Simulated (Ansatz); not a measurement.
BrClGeH (`[Cl][GeH][Br]`) radical. Charge 0, multiplicity 2. Geometry: relaxed with PBE0-D4/def2-TZVP.

```xyz
4

Cl   -0.525   -1.853    0.452
Ge    0.020    0.228    0.514
Br   -1.046    1.325   -1.212
H     1.551    0.300    0.247
```

Q: What is the dipole moment at r2SCAN/def2-TZVPP? (Best estimate.)

A: The calculation gave: 1.57 D, with components (1.05, 0.74, 0.90) D in this frame, pointing from negative to positive charge.

Q: And with PBE, B3LYP, ωB97M-V? (Estimate.)

A: Ansatz gave: PBE 1.45 D, B3LYP 1.60 D, ωB97M-V 1.71 D.

Q: Give the Mulliken charges with r2SCAN, B3LYP, ωB97M-V in def2-TZVPP. (Best estimate.)

A: The calculation gave: 
| atom | r2SCAN | B3LYP | ωB97M-V |
| --- | --- | --- | --- |
| Cl1 | -0.27 | -0.26 | -0.25 |
| Ge2 | 0.50 | 0.48 | 0.43 |
| Br3 | -0.25 | -0.24 | -0.23 |
| H4 | 0.02 | 0.03 | 0.05 |

B3LYP here is the variant with VWN-RPA as its local correlation; programs differ in this.
